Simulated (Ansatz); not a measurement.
A nudged elastic band was laid between two geometries of CH$_{3}$B$_{2}$Br (7 atoms, charge 0, multiplicity 1).

Theory: RKS PBE-D4/def2-mTZVP (Ansatz 0.2.0).

```
movable images  : 7
climbing image  : yes
spring          : 20.0 eV/Å²
optimiser       : quadratic models (default)
start path      : through a guess of the saddle point
force threshold : 0.05 eV/Å
iteration limit : 60
end points      : relaxed
```

Initial state:

```xyz
7
Properties=species:S:1:pos:R:3
Br -2.134 -1.740 0.611
B -0.599 -0.744 0.100
B 0.775 -0.440 -0.526
C -0.143 0.646 0.259
H 1.840 -0.352 -1.053
H -0.536 1.557 0.721
H 0.857 1.006 -0.157
```

Final state:

```xyz
7
Properties=species:S:1:pos:R:3
Br -1.582 -2.343 0.153
B 0.016 -1.424 -0.411
B 0.125 0.136 -0.026
C 0.203 1.492 0.319
H 0.826 -2.068 -1.011
H -0.580 2.013 0.880
H 1.054 2.126 0.051
```

Question: What changes between the two ends?

Answer: Bonds broken: B2–C4, B3–H5. Bonds formed: B2–H5.

Question: What energy profile does the band end with?

Answer: It converged. The highest image is number 5 of 0 to 8, 55.5 kcal/mol above the first end and 62.6 kcal/mol above the last; the last end lies 7.1 kcal/mol below the first. The profile has 2 maxima (images 2, 5) with wells between them (image 3): this band takes more than one step, which may be the mechanism or a detour left from its start path. Neighbouring images differ by up to 1.6 eV, so the band resolves the path poorly. The order of the stationary point at the top wasn't checked. The orbitals stay closed-shell, which can raise the energy where a bond breaks towards radicals; this wasn't checked here.

```
image  path coordinate (Å)  energy (kcal/mol)  B2–C4 (Å)  B3–H5 (Å)  B2–H5 (Å)
    0                 0.00                0.0       1.47       1.19       2.73
    1                 2.12                2.9       1.57       1.19       2.71
    2                 4.23                7.1       2.55       1.21       2.42
    3                 6.35                0.0       2.90       2.38       1.19
    4                 8.46               33.8       1.85       1.29       1.32
    5                10.58               55.5       1.45       1.73       1.25
    6                11.67               18.9       1.98       2.33       1.18
    7                12.75                2.5       2.72       2.43       1.19
    8                13.84               -7.1       3.01       2.51       1.20
```

Question: What is the geometry of the highest image?

Answer: 
```xyz
7
Properties=species:S:1:pos:R:3:forces:R:3
Br -1.070 -1.983 0.549 0.00 0.00 0.00
B -0.303 -0.425 -0.363 -0.02 0.02 0.00
B 1.361 -0.746 0.237 0.01 0.00 0.01
C -0.196 0.934 0.121 0.01 -0.02 -0.03
H 0.477 -0.809 -1.255 -0.01 0.00 0.01
H -0.629 1.284 1.061 0.01 -0.02 0.00
H 0.421 1.677 -0.395 -0.01 0.01 0.01
```

Run time: 6.1 min on 2 threads of INTEL(R) XEON(R) PLATINUM 8581C CPU @ 2.10GHz (Emerald Rapids), with other jobs on the host, peak memory 0.21 GiB.
